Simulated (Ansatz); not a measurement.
Relaxation of a periodic cell of 17 atoms, TiSi$_{16}$ (host Si, host structure diamond, interstitial Ti), to a largest force component of 0.03 eV/Å in at most 60 steps.

Computed with DFT PBE, scalar-relativistic, plane waves, PAW in Ansatz 0.2.0. Settings: PAW set soft_1, cutoff 420 eV, k mesh 2x2x2, fermi-dirac smearing 0.05 eV, no spin polarisation.

```xyz
17
Lattice="0.0000 5.4300 5.4300 5.4300 0.0000 5.4300 5.4300 5.4300 0.0000" Properties=species:S:1:pos:R:3:forces:R:3
Si 0.000 0.000 0.000 -0.03 0.13 0.12
Si 1.357 1.357 1.357 0.11 -0.10 -0.13
Si 2.715 2.715 0.000 -0.12 0.02 0.11
Si 4.072 4.072 1.357 0.15 -0.15 -0.01
Si 2.715 0.000 2.715 -0.14 0.14 0.03
Si 4.072 1.357 4.072 0.17 -0.03 -0.18
Si 5.430 2.715 2.715 -0.11 0.12 0.11
Si 6.787 4.072 4.072 0.01 -0.16 -0.16
Si 0.000 2.715 2.715 0.02 -0.02 -0.01
Si 1.357 4.072 4.072 -3.17 -0.85 -0.89
Si 2.715 5.430 2.715 -0.58 0.57 -2.39
Si 4.072 6.787 4.072 0.69 2.66 -0.69
Si 2.715 2.715 5.430 -0.89 -3.39 0.87
Si 4.072 4.072 6.787 1.10 -1.06 3.73
Si 5.430 5.430 5.430 2.86 0.72 0.71
Si 6.787 6.787 6.787 -0.01 0.00 0.01
Ti 3.352 4.756 4.829 -0.07 1.40 -1.25
```

Problem. Where does it end, and by what steps?

Solution. It converged. Limits of this set-up: coarse k mesh. After 10 steps the energy has fallen by 3.285 eV; Ti17 moved furthest, 1.04 Å.

```tsv
step	energy less start (eV)	largest force component (eV/Å)	accepted
0	0.0000	3.734	yes
1	-1.2670	1.340	yes
2	-1.5473	0.345	yes
3	-1.7840	0.911	yes
4	-2.1608	1.062	yes
5	-2.5567	0.761	yes
6	-2.9855	0.563	yes
7	-3.1805	0.468	yes
8	-3.2833	0.037	yes
9	-3.2833	0.037	yes
10	-3.2848	0.005	yes
```

```xyz
17
Lattice="0.0000 5.4300 5.4300 5.4300 0.0000 5.4300 5.4300 5.4300 0.0000" Properties=species:S:1:pos:R:3
Si -0.001 -0.041 -0.036
Si 1.354 1.359 1.364
Si 2.754 2.714 -0.036
Si 4.125 4.018 1.338
Si 2.754 -0.041 2.718
Si 4.125 1.333 4.023
Si 5.466 2.677 2.682
Si 6.810 4.018 4.022
Si 0.039 2.674 2.678
Si 1.352 3.989 3.994
Si 2.751 5.391 2.641
Si 4.154 6.791 3.994
Si 2.751 2.636 5.396
Si 4.154 3.989 6.795
Si 5.507 5.391 5.396
Si 6.807 6.765 6.770
Ti 2.753 5.389 5.394
```

Run time: 69 s on 1 thread of Arm Neoverse V2 (shared host), peak memory 0.54 GiB.
